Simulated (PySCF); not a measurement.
**Vibration and rotation of PbO**

PBE0 constants of PbO, ¹Σ⁺ (singlet), closed shell (PySCF, scalar-relativistic core potentials, basis sets Pb cc-pVTZ-PP with ECP60, O cc-pVTZ; masses 207.9766 and 15.9949 u):

* ωe: 787.3 cm⁻¹
* ωexe: 2.68 cm⁻¹
* Be: 0.31029 cm⁻¹
* αe: 0.00154 cm⁻¹
* D (centrifugal): 1.93e-07 cm⁻¹
* De to Pb + O: 4.58 eV

(1) Estimate the standard entropy (1 bar) and heat capacity of the ideal gas at 298.15 K, rigid rotor with B0 and harmonic oscillator at the fundamental.

Measured values (Huber and Herzberg, Constants of Diatomic Molecules (1979)): ωe = 721.0 cm⁻¹, ωexe = 3.54 cm⁻¹, Be = 0.3073056 cm⁻¹, αe = 0.0019148 cm⁻¹.

Spin–orbit coupling is left out, which matters for elements this heavy, above all for dissociation energies.

Answers

(1) Translation (Sackur–Tetrode, M = 223.97 u): 176.3 J/(mol K). Rotation: q = kT/(σB0) = 670 with σ = 1, 62.4. Vibration: x = hcν0/kT = 3.77, 0.93. S° = 239.7 J/(mol K); Cp = 7R/2 + 2.85 = 31.9 J/(mol K).
